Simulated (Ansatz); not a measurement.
Input file for Ansatz (an electronic-structure program): R-CCSD(T)/def2-SVP on AlAsH4 (SMILES [AlH2][AsH2]), a point of a torsion scan. The run froze 19 orbitals, filled d shells among them.

Ansatz 0.2 input:
```yaml
crystal:
  periodic: [false, false, false]
  atoms:
    - {symbol: Al, position_ang: [-0.85458947, -0.14335092, -0.12087475]}
    - {symbol: As, position_ang: [1.50610256, -0.49229398, -0.36844746]}
    - {symbol: H, position_ang: [-2.08233272, -1.03203350, -0.48075596]}
    - {symbol: H, position_ang: [-1.35842083, 1.20400189, 0.48578200]}
    - {symbol: H, position_ang: [1.33664251, 0.75777584, -1.21920997]}
    - {symbol: H, position_ang: [1.46913024, 0.40268633, 0.85951892]}
basis:
  gaussian:
    orbitals: def2-SVP
magnetization: {spin_polarized: false}
correlation: {method: ccsd_t, electrons: outside_noble_gas}
scf: {lower_state_search: off}
```

Problem. Predict the final total energy.

Solution. -2478.3013 hartree (reference determinant -2478.0715, T1 diagnostic 0.012).
